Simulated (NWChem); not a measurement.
# CH2BNO; SMILES BN=C=O

```xyz
6

B     -0.7886    -1.6414     0.6283
H     -0.1927    -2.3041     1.4437
H     -1.8648    -1.9818     0.1982
N     -0.2154    -0.4440     0.1686
C      0.2731     0.5770    -0.2236
O      0.7486     1.5708    -0.6053
```
Atoms are numbered in this order, from 1.

All runs: NWChem. STO-3G and 3-21G are far too small for this property and stand as cheap habits. Geometry: optimised at PBE0/def2-SVP. Field at 589 nm.

Q: What does the run give for B3LYP/STO-3G? Quantities: isotropic polarisability (bohr³); anisotropy (bohr³).

A: 
- isotropic polarisability (bohr³): 19.0
- anisotropy (bohr³): 35.5
